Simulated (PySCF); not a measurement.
**What builds the third ionisation energy along group 6**

Calculated with PySCF 2.14 from differences of total energies of unrestricted determinants, without spin-orbit coupling. Each column adds one step, in eV (sums use unrounded values): valence MP2, valence CCSD, valence triples, then the next inner shell at CCSD(T) (Cr 3s 3p, Mo 4s 4p, W 5s 5p). References (NIST) marked * lie between the lowest fine-structure levels; the others compare directly ((s) semi-empirical, (t) theoretical).

| element | UHF | + MP2 | + CCSD | + (T) | + inner shell | sum | reference |
| --- | --- | --- | --- | --- | --- | --- | --- |
| Cr [Ar] 3d4 → [Ar] 3d3 (def2-TZVPPD, non-relativistic) | 29.875 | 0.624 | 0.062 | 0.008 | 0.410 | 30.979 | 30.959 ± 0.025 * |
| Mo [Kr] 4d4 → [Kr] 4d3 (def2-TZVPPD with the def2 core potential (28 electrons), ECP) | 26.081 | 0.524 | 0.063 | 0.008 | 0.262 | 26.938 | 27.13 ± 0.12 (s) * |
| W [Xe] 4f14 5d4 → [Xe] 4f14 5d3 (def2-TZVPPD with the def2 core potential (60 electrons), ECP) | 24.681 | 0.477 | 0.062 | 0.008 | 0.267 | 25.495 | 26 ± 0.4 (s) * |

What remains against the references is mostly basis incompleteness and, for starred values, spin-orbit coupling.

These are valence bases, so the inner-shell step is incomplete.
